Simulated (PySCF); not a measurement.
What does the PBE0-D3(BJ)/def2-SVP structure of `C=C([SiH2]F)SC` look like in three dimensions?

```xyz
13
C3H7FSSi angstrom
C     -0.3379    1.1479    0.0572
C     -0.4491   -0.1869   -0.0594
Si    -2.1114   -0.9888    0.2694
F     -3.1477    0.2133    0.6343
S      0.8149   -1.3120   -0.5081
C      2.2341   -0.2430   -0.7860
H      0.5950    1.6906   -0.1206
H     -1.2097    1.7421    0.3433
H     -2.0481   -1.9203    1.4284
H     -2.6216   -1.6950   -0.9369
H      2.0329    0.4801   -1.5903
H      2.5188    0.2887    0.1341
H      3.0595   -0.9003   -1.0911
```

Orientation and origin are arbitrary. Atoms count from 1 in this order. The 2 C–S bonds span 1.751 Å (C2–S5, drawn single) to 1.798 Å (S5–C6, drawn single), a spread of 0.047 Å. Of the pairs four or more bonds apart, C6···H7 is among the closest relative to their van der Waals radii: 2.62 Å, 90 % of the sum of Bondi's values. S5 (sulfide sulfur) is bent (angle 103.1°). The 6 heavy atoms lie in one plane (0.016 Å rms).

Bonds between heavy atoms (Å): C1=C2 1.344, C2–Si3 1.875, Si3–F4 1.628, C2–S5 1.751, S5–C6 1.798.

Theory: PBE0-D3(BJ)/def2-SVP geometry optimisation, gas phase in PySCF.

No PBE0-D3(BJ)/def2-SVP frequencies stand behind this structure, so it isn't proved a minimum. The numbers are those of one conformer (C1–C2–Si3–F4 1°, C1–C2–S5–C6 -1°).

On an Arm Neoverse V1 with one thread, shared host, this took 41 s and 0.53 GiB of memory at its peak. These figures are those of the optimisation.
